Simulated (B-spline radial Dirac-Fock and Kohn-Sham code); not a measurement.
Auger parameter of mercury: the N7 level and its strongest N7-OO line

Calculated with a radial atomic solver, using ΔSCF Dirac-Fock with Breit, self-energy and vacuum polarisation, finite nucleus, configuration average. The modified Auger parameter α′ is the binding energy plus the kinetic energy of the Auger electron; it does not depend on the energy zero. For free ions it tends to fall with charge, since less charge screens the final holes.

```tsv
species	configuration	binding 4f7/2 (eV)	Auger line	kinetic (eV)	α′ (eV)
Hg	[Xe] 4f14 5d10 6s2	104.9	O5O5 J=2	65.50	170.4
Hg⁺	[Xe] 4f14 5d10 6s1	114.5	O5O5 J=2	55.36	169.8
Hg⁺ (Watson 1.8 Å)	[Xe] 4f14 5d10 6s1	106.7	O5O5 J=2	63.30	170.0
Hg²⁺	[Xe] 4f14 5d10	125.1	O5O5 J=2	44.60	169.7
Hg²⁺ (Watson 1.8 Å)	[Xe] 4f14 5d10	109.2	O5O5 J=2	60.58	169.8
Hg²⁺ (Watson 3 Å)	[Xe] 4f14 5d10	115.5	O5O5 J=2	54.20	169.7
```
